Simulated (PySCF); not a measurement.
## Dipole moment and polarisability of WOF4

WOF4 (singlet state).
Cartesian coordinates in Å at the PBE0-D3(BJ)/def2-SVP level; atoms count from 1:
```xyz
6
F4OW angstrom
W      0.0001   -0.0001    0.0415
O      0.0005   -0.0091    1.7116
F      1.7898    0.0056   -0.4392
F     -0.0037    1.7924   -0.4283
F     -1.7899   -0.0012   -0.4379
F      0.0032   -1.7876   -0.4477
```

Level: PBE0/def2-SVPD (PySCF), static field, nuclei fixed, core orbitals frozen in the response. The polarisability tensor in these axes (au):

```
x   42.91  0.00  0.00
y    0.00 42.91  0.00
z    0.00  0.00 42.62
```

Q: Give the principal values, the mean and the anisotropy Δα = √{½[(α1 − α2)² + (α2 − α3)² + (α1 − α3)²]}.

A: Principal values 42.62, 42.91 and 42.91 au; mean 42.81 au = 6.34 Å³ = 7.06 × 10⁻⁴⁰ C²·m²/J; Δα = 0.29 au (1 % of the mean).

Q: What is the dipole moment, and where does it point?

A: (0.00, 0.00, -0.35) D, 0.35 D in size, pointing from the negative to the positive side. Measured along this direction, the outermost atoms are O2 at the negative end and F4, F3, F5 and F6 at the positive end.

Q: What molar refraction does this α imply?

A: Lorentz–Lorenz: R = (4π/3)N_A α = 2.5225 cm³/(mol·Å³) × 6.34 Å³ = 16.0 cm³/mol, in the limit of long wavelengths.

Q: What would n − 1 = 2πNα be for an ideal gas of these molecules at 273.15 K and 1 atm, electronic part alone?

A: N = p/kT = 2.6868 × 10¹⁹ cm⁻³, so n − 1 = 2π × N × 6.34 × 10⁻²⁴ cm³ = 1071 × 10⁻⁶ at long wavelengths, for an ideal gas.

Q: Sum over states: ᾱ = Σ f/ω², ω in Eh. What share falls to these 10 lowest TDDFT singlets (eV, f)? 5.64, 0.0017; 5.64, 0.0017; 6.37, 0.0000; 6.55, 0.0000; 6.73, 0.0000; 6.82, 0.0000; 7.00, 0.0090; 7.00, 0.0090; 7.10, 0.0000; 7.36, 0.0289.

A: They add up to 0.75 au, 1.7 % of the 42.81 au; the largest single term is 0.39 au, from the state at 7.36 eV. Terms in order: 0.04, 0.04, 0.00, 0.00, 0.00, 0.00, 0.14, 0.14, 0.00, 0.39 au. Higher excitations give the rest. The strengths listed sum to 0.050.

Geometry: PBE0-D3(BJ)/def2-SVP; no solvent, vibrations or thermal averaging. Atoms past krypton carry effective core potentials; spin–orbit coupling is left out.

These values come from a run that also computed excited states and ΔSCF ions. Time: 46 s of wall time. Hardware: one thread of an Arm Neoverse V2, on a shared host.
